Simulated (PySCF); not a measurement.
## Ge¹⁷⁺: ionisation energy

Ge¹⁷⁺ [Ne] 3s2 3p3 (4S) → Ge¹⁸⁺ [Ne] 3s2 3p2 (3P), as a difference of total energies. All numbers are calculated (PySCF 2.14, the spin-free X2C one-electron Hamiltonian (Gaussian nucleus), in an even-tempered Gaussian basis (18 s from 1.5 bohr⁻², ratio 2.5; 12 p from 2 bohr⁻², ratio 2.5; 5 d from 9.5 bohr⁻², ratio 2.7; 4 f from 14 bohr⁻², ratio 2.7)). Correlated levels: outer shells: 1s2 frozen; virtual orbitals above 40 to 60 times the deepest correlated orbital energy dropped. The calculations carry no spin-orbit coupling.

```json
{"method": "UHF", "ionisation energy (eV)": "660.30"}
{"method": "MP2 (outer shells)", "ionisation energy (eV)": "660.86"}
{"method": "SCS-MP2 (outer shells)", "ionisation energy (eV)": "660.62"}
{"method": "CCSD (outer shells)", "ionisation energy (eV)": "660.68"}
{"method": "CCSD(T) (outer shells)", "ionisation energy (eV)": "660.67"}
```

Task: How much does correlation contribute at CCSD(T) (outer shells)?

Result: 660.67 − (660.30) = 0.37 eV, measured against UHF.

Spin-orbit coupling is strong in these open shells (close to jj coupling). The scalar numbers leave it out and a first-order estimate fails, so it can dominate the gap to the real levels.

Breit and QED terms and the two-electron picture change are absent.

For comparison: 662.8 ± 1.9 eV (semi-empirical (NIST evaluation); NIST Atomic Spectra Database, ionization energies).
